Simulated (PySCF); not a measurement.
## Computed structure and properties of [Hf(N2)6]4+

System: [Hf(N2)6]4+ (singlet); start: template (Oh). Method: PySCF 2.14.0, RKS BP86, Hf def2-SVP with ECP60, N def2-SVP; non-relativistic Hamiltonian with scalar-relativistic core potentials where named; density fitting; no spin-orbit coupling.

Input of the relaxation:

```python
mol = gto.M(atom='''
Hf     0.00000    -0.00000     0.00000
N      0.00000     0.00000     2.17280
N      0.00000     0.00000     3.28280
N     -0.00000    -0.00000    -2.17280
N     -0.00000    -0.00000    -3.28280
N      2.17280    -0.00000    -0.00000
N      3.28280    -0.00000    -0.00000
N      0.00000     2.17280    -0.00000
N      0.00000     3.28280    -0.00000
N     -2.17280     0.00000     0.00000
N     -3.28280     0.00000     0.00000
N     -0.00000    -2.17280     0.00000
N     -0.00000    -3.28280     0.00000''',
    basis={'Hf': 'def2-SVP', 'N': 'def2-SVP'},
    ecp={'Hf': 'def2-SVP'},
    charge=4, spin=0)
mf = dft.RKS(mol, xc='B88,P86')
mf.grids.atom_grid = (50, 194)
mf = mf.density_fit()  # fitting sets: Hf def2-universal-JKFIT, N def2-universal-JKFIT
mf.conv_tol = 1e-08; mf.max_cycle = 55
mf.kernel(dm0)  # dm0: converged density of the start geometry
# quasi-Newton relaxation in Cartesian coordinates to a largest gradient under 0.00045 Eh/bohr, steps kept in the point group
```

Run from Python with OMP_NUM_THREADS=4; the lines above give its settings. Where DIIS fails, smearing, a level shift and second-order steps follow.
It took 120 s on 4 threads of Arm Neoverse V1, on a shared host, from the converged density of the start.

Course of the relaxation:

```
step  energy above end (eV)  largest force component within the symmetry (eV/Å)
   0                 0.8090                                               2.254
   1                 0.3541                                               2.545
   2                 0.0438                                               0.412
   3                 0.0026                                               0.066
   4                 0.0000                                               0.004
```

Relaxed geometry (Oh):

```xyz
13

Hf    0.0000    0.0000    0.0000
N     0.0000    0.0000    2.3146
N     0.0000    0.0000    3.4390
N     0.0000    0.0000   -2.3146
N     0.0000    0.0000   -3.4390
N     2.3146    0.0000    0.0000
N     3.4390    0.0000    0.0000
N     0.0000    2.3146    0.0000
N     0.0000    3.4390    0.0000
N    -2.3146    0.0000    0.0000
N    -3.4390    0.0000    0.0000
N     0.0000   -2.3146    0.0000
N     0.0000   -3.4390    0.0000
```

```json
{"contact": "Hf1–N2 (N2)", "Å": "2.315"}
{"contact": "Hf1–N4 (N2)", "Å": "2.315"}
{"contact": "Hf1–N6 (N2)", "Å": "2.315"}
{"contact": "Hf1–N8 (N2)", "Å": "2.315"}
{"contact": "Hf1–N10 (N2)", "Å": "2.315"}
{"contact": "Hf1–N12 (N2)", "Å": "2.315"}
```

On the finer grid (75, 302):

The HOMO is -28.26 eV, the LUMO is -24.97 eV and the dipole about the centre of mass is 0.00 D. The set of Mulliken populations of Hf1 outside the core potential is s 2.33, p 6.21, d 1.25, f 0.11 and the D3(BJ) dispersion energy (not in the energies) is -0.767 eV.

```
atom  Mulliken (e)  Löwdin (e)  spin (e)
 Hf1          2.10        0.74      0.00
  N2         -0.06        0.07      0.00
  N3          0.38        0.48      0.00
  N4         -0.06        0.07      0.00
  N5          0.38        0.48      0.00
  N6         -0.06        0.07      0.00
  N7          0.38        0.48      0.00
  N8         -0.06        0.07      0.00
  N9          0.38        0.48      0.00
 N10         -0.06        0.07      0.00
 N11          0.38        0.48      0.00
 N12         -0.06        0.07      0.00
 N13          0.38        0.48      0.00
```

On the grid (50, 194), as all that follows. Harmonic modes: a minimum within the noise of the softest modes; lowest -9 cm⁻¹ (negative: unstable), highest 2291 cm⁻¹, zero-point energy 1.166 eV.

Taking off one N2 (charge 0, singlet; the rest: singlet) in vacuum, both parts rigid, costs 2.58 eV; the small basis without counterpoise inflates it. Parting with an electron moved from the ligand to the metal can be far cheaper, even downhill.

Rigid scan of N2 along the line from its metal, all other atoms held (where the atom bridges, its other bond changes as well):

distance to N2 (Å), energy (eV) and a bar:
```
     2.01      0.573 ##############################
     2.11      0.217 ###########
     2.21      0.047 ##
     2.31      0.000 
     2.41      0.033 ##
     2.51      0.116 ######
     2.71      0.354 ###################
```

One start shape was tried, so this needn't be the lowest isomer.
